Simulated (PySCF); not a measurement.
## Nuclear quadrupole coupling in `CO[SiH2]OCC(=O)O`

C3H8O4Si.
Numbering: `[CH3:1][O:2][SiH2:3][O:4][CH2:5][C:6](=[O:7])[OH:8]` (hydrogens: H9, H10, H11 on C1; H12, H13 on Si3; H14, H15 on C5; H16 on O8)

Geometry (PBE0-D3(BJ)/def2-SVP, Å), atoms numbered from 1 in this order:
```
atom  x, y, z in Å
C1    -3.2934   -0.4763   -0.2026
O2    -1.9946   -0.2495   -0.6558
Si3   -0.6926   -0.0846    0.3656
O4     0.5290    0.0938   -0.7581
C5     1.8800    0.3008   -0.6380
C6     2.3404    0.3117    0.7971
O7     1.5858    0.1740    1.7270
O8     3.6499    0.4911    0.9264
H9    -3.9507   -0.6494   -1.0691
H10   -3.3654   -1.3661    0.4532
H11   -3.7003    0.3869    0.3589
H12   -0.9038    1.1303    1.2033
H13   -0.5904   -1.3337    1.1725
H14    2.1866    1.2628   -1.0920
H15    2.4561   -0.4818   -1.1673
H16    3.8511    0.4881    1.8753
```

Field gradients from the PBE0/pcSseg-1 density (PySCF, non-relativistic), principal values in atomic units, ordered |Vxx| ≤ |Vyy| ≤ |Vzz|:

```csv
atom,Vxx,Vyy,Vzz
O2,-0.4634,-1.3194,1.7828
O4,-0.5714,-1.3051,1.8765
O7,0.6485,0.7860,-1.4345
O8,-0.3702,-1.2053,1.5755
```

Task: Find the asymmetry η = (Vxx − Vyy)/Vzz and the couplings χ = eQV/h (234.96 MHz × Q in barn × V in au), with Q(17O) = −0.0256 b.

Result: 
| atom | environment | nucleus | η | χzz (MHz) | χxx (MHz) | χyy (MHz) |
| --- | --- | --- | --- | --- | --- | --- |
| O2 | silyl ether oxygen | 17O | 0.48 | -10.72 | 2.79 | 7.94 |
| O4 | silyl ether oxygen | 17O | 0.39 | -11.29 | 3.44 | 7.85 |
| O7 | acid carbonyl oxygen | 17O | 0.10 | 8.63 | -3.90 | -4.73 |
| O8 | acid hydroxyl oxygen | 17O | 0.53 | -9.48 | 2.23 | 7.25 |

The tensor is traceless: Vxx + Vyy + Vzz = 0.

Task: What is Vzz at O7 in SI units (1 au = 9.71736 × 10²¹ V/m²)?

Result: -1.4345 au = -13.939 × 10²¹ V/m².

Task: And the gradient at the other heavy atoms, for which no coupling is worked out here?

Result: 
```
atom                 environment  Vzz (au)     η
  C1              methoxy carbon     0.372  0.08
 Si3        oxygen-bound silicon    -0.546  0.42
  C5  sp3 carbon bound to oxygen     0.323  0.36
  C6      carboxylic acid carbon     0.449  0.92
```

Task: What couplings would deuterons (Q(2H) = 0.00286 b) have in place of the hydrogens, at this geometry?

Result: 
| atom | bonded to | bond length (Å) | Vzz (au) | η | χzz (kHz) |
| --- | --- | --- | --- | --- | --- |
| H9 | C1 | 1.101 | 0.2840 | 0.07 | 191 |
| H10 | C1 | 1.108 | 0.2717 | 0.09 | 183 |
| H11 | C1 | 1.107 | 0.2731 | 0.08 | 184 |
| H12 | Si3 | 1.491 | 0.1382 | 0.05 | 93 |
| H13 | Si3 | 1.491 | 0.1383 | 0.05 | 93 |
| H14 | C5 | 1.107 | 0.2686 | 0.06 | 180 |
| H15 | C5 | 1.107 | 0.2693 | 0.06 | 181 |
| H16 | O8 | 0.970 | 0.4314 | 0.10 | 290 |

Geometry: PBE0-D3(BJ)/def2-SVP, one conformer, isolated molecule. The basis is small and wasn't made for field gradients, so the couplings can be 20 % off.

These values come from a run that also computed NMR shieldings. The run took 29 s (with the writing of density and orbital grids) on an Arm Neoverse V2 with one thread, no GPU (shared host), and the process peaked at 1.0 GiB of memory.
